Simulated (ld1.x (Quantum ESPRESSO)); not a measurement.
**Before and after: TM potential for Ga (Z = 31)**

```
Element                 : Ga (Z = 31)
Generator               : ld1.x (Quantum ESPRESSO) 7.5
Type                    : norm-conserving Troullier–Martins (Kleinman–Bylander form)
Functional              : LDA (PZ)
Relativity              : scalar-relativistic
Frozen core             : [Ar] 3d10
Valence charge          : 3
Reference configuration : 4s2 4p0.5 (charge +0.5)
Partial waves           : 4s (bound): rc 1.70 bohr; 4d channel at 0.4 Ry: rc 1.75 bohr; 4p (bound): rc 1.60 bohr
Local potential         : the p channel
Core correction         : Bessel-smoothed model core, default radius (core density twice the valence density)
```

Change: all radii but the core radius scaled by about 0.91 (s 1.54, p 1.46, d 1.60 bohr).

Cutoffs: the cutoffs (Ry, on a coarse ladder) from which the occupation-weighted sum of valence levels, in a spherical-Bessel basis at the reference potential, stays within 10 and 1 mRy of its value at 400 Ry; they do not see the model core or the augmentation charge, which bear on the density cutoff. Errors are all-electron minus pseudo energies relative to the spin-unpolarised reference configuration.

Q: Predict the effect on cutoff, ghosts and configuration errors.

A: The potential gets harder (25 Ry and 40 Ry → 35 Ry and 60 Ry); both files keep a bound ghost (d, s); the errors of the 9 common tests hardly move. A smaller radius makes the pseudo-wave follow the all-electron one further in, where it bends more sharply, so more plane waves are needed.

| quantity | base | changed |
| --- | --- | --- |
| cutoff, loose | 25 Ry | 35 Ry |
| cutoff, tight | 40 Ry | 60 Ry |
| loose cutoff by channel (10 mRy a level) | s 12 Ry, p 12 Ry | s 12 Ry, p 45 Ry |
| bound ghosts | s, d | s, d |
| error for 4s2 4p1, meV [ΔE -2.12 eV] | -1.3 | -1.2 |
| error for 4s2 4p0, meV [ΔE 3.77 eV] | -4.8 | -4.7 |
| error for 4s1 4p0, meV [ΔE 25.27 eV] | -152 | -150 |
| error for 4s2 4p1.3, meV [ΔE -2.70 eV] | -2.3 | -2.0 |
| error for 4s0 4p3, meV [ΔE 11.42 eV] | -41 | -37 |
| error for 4s1 4p2, meV [ΔE 4.49 eV] | -8.3 | -7.6 |
| error for 4s1 4p1, meV [ΔE 11.22 eV] | -33 | -31 |
| error for 4s2 4p0.5 (spin-polarised), meV [ΔE -0.04 eV] | -0.4 | -0.4 |
| error for 4s2 4p1 (spin-polarised), meV [ΔE -2.25 eV] | -2.3 | -2.2 |

 A true bound ghost makes a file unfit for plane-wave use even where its test errors are small: the radial tests pick states by their node count and pass the ghost by.
